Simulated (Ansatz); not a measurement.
Born–Oppenheimer molecular dynamics of ClFH$_{2}$O$_{2}$Zr (7 atoms, charge 0, multiplicity 1). It starts from a relaxed structure.

Level of theory: RHF/def2-SVP (Ansatz).

```json
{
  "ensemble": "NVT, Langevin thermostat",
  "time step": "1 fs",
  "steps asked": "150",
  "set temperature": "1000 K",
  "friction": "0.005 /fs",
  "seed": "397414"
}
```

Frames 2 fs apart, positions in Å.

Velocities at 40 fs (Å/ps):

```
Zr 5.38 0.13 -0.20
Cl 0.52 1.27 -7.14
O -3.42 2.46 4.82
H -6.93 -3.18 13.79
O 9.35 -4.59 4.62
H -34.53 -22.16 -27.02
F 1.43 1.20 0.80
```

```xyz
7
Properties=species:S:1:pos:R:3 time_fs=40 energy_less_start_eV=0.527 T=573
Zr 0.018 -0.207 -0.018
Cl -0.077 0.001 2.423
O 1.969 -0.284 -0.414
H 2.876 -0.509 -0.217
O -1.140 1.232 -0.568
H -1.708 2.002 -0.855
F -1.109 -1.792 -0.331
7
Properties=species:S:1:pos:R:3 time_fs=42 energy_less_start_eV=0.437 T=762
Zr 0.028 -0.207 -0.018
Cl -0.075 0.004 2.407
O 1.960 -0.280 -0.402
H 2.857 -0.517 -0.198
O -1.122 1.225 -0.559
H -1.737 1.908 -0.893
F -1.106 -1.789 -0.329
7
Properties=species:S:1:pos:R:3 time_fs=44 energy_less_start_eV=0.449 T=861
Zr 0.038 -0.207 -0.018
Cl -0.074 0.007 2.391
O 1.948 -0.275 -0.390
H 2.835 -0.521 -0.194
O -1.101 1.220 -0.553
H -1.723 1.751 -0.922
F -1.101 -1.783 -0.327
7
Properties=species:S:1:pos:R:3 time_fs=46 energy_less_start_eV=0.406 T=874
Zr 0.048 -0.207 -0.019
Cl -0.074 0.010 2.373
O 1.933 -0.268 -0.376
H 2.821 -0.522 -0.197
O -1.072 1.211 -0.547
H -1.772 1.658 -0.985
F -1.095 -1.773 -0.326
7
Properties=species:S:1:pos:R:3 time_fs=48 energy_less_start_eV=0.557 T=717
Zr 0.057 -0.209 -0.021
Cl -0.071 0.013 2.355
O 1.921 -0.257 -0.363
H 2.807 -0.515 -0.192
O -1.046 1.201 -0.543
H -1.821 1.583 -1.042
F -1.088 -1.760 -0.324
7
Properties=species:S:1:pos:R:3 time_fs=50 energy_less_start_eV=0.572 T=803
Zr 0.066 -0.211 -0.021
Cl -0.067 0.015 2.337
O 1.911 -0.248 -0.351
H 2.791 -0.498 -0.185
O -1.024 1.194 -0.544
H -1.798 1.468 -1.045
F -1.080 -1.750 -0.321
7
Properties=species:S:1:pos:R:3 time_fs=52 energy_less_start_eV=0.703 T=735
Zr 0.074 -0.216 -0.021
Cl -0.060 0.018 2.319
O 1.904 -0.239 -0.343
H 2.800 -0.473 -0.177
O -1.003 1.190 -0.547
H -1.759 1.346 -1.023
F -1.069 -1.738 -0.320
7
Properties=species:S:1:pos:R:3 time_fs=54 energy_less_start_eV=0.731 T=785
Zr 0.082 -0.222 -0.021
Cl -0.051 0.021 2.302
O 1.906 -0.229 -0.336
H 2.820 -0.432 -0.182
O -0.980 1.189 -0.554
H -1.795 1.250 -1.031
F -1.059 -1.726 -0.321
7
Properties=species:S:1:pos:R:3 time_fs=56 energy_less_start_eV=0.808 T=720
Zr 0.090 -0.229 -0.020
Cl -0.042 0.024 2.284
O 1.917 -0.218 -0.333
H 2.833 -0.385 -0.199
O -0.960 1.192 -0.565
H -1.828 1.167 -1.037
F -1.047 -1.716 -0.325
7
Properties=species:S:1:pos:R:3 time_fs=58 energy_less_start_eV=0.742 T=777
Zr 0.096 -0.236 -0.018
Cl -0.033 0.028 2.267
O 1.934 -0.207 -0.333
H 2.851 -0.323 -0.229
O -0.948 1.198 -0.582
H -1.790 1.108 -1.006
F -1.035 -1.709 -0.331
7
Properties=species:S:1:pos:R:3 time_fs=60 energy_less_start_eV=0.762 T=748
Zr 0.100 -0.243 -0.016
Cl -0.024 0.030 2.253
O 1.954 -0.195 -0.336
H 2.885 -0.257 -0.263
O -0.939 1.210 -0.604
H -1.754 1.065 -0.977
F -1.022 -1.704 -0.338
7
Properties=species:S:1:pos:R:3 time_fs=62 energy_less_start_eV=0.704 T=714
Zr 0.105 -0.249 -0.015
Cl -0.017 0.032 2.242
O 1.976 -0.183 -0.339
H 2.931 -0.193 -0.300
O -0.927 1.228 -0.627
H -1.800 1.022 -0.984
F -1.011 -1.703 -0.345
```

Of the whole run (150 fs, mean temperature of the second half 771 K): The mean temperature of the second half is 23 % below the set value. A run of 0.15 ps of so small a system gives no equilibrium averages.

The run took 5.5 min on 1 thread of Arm Neoverse V1, with other jobs on the host, peak memory 0.18 GiB.
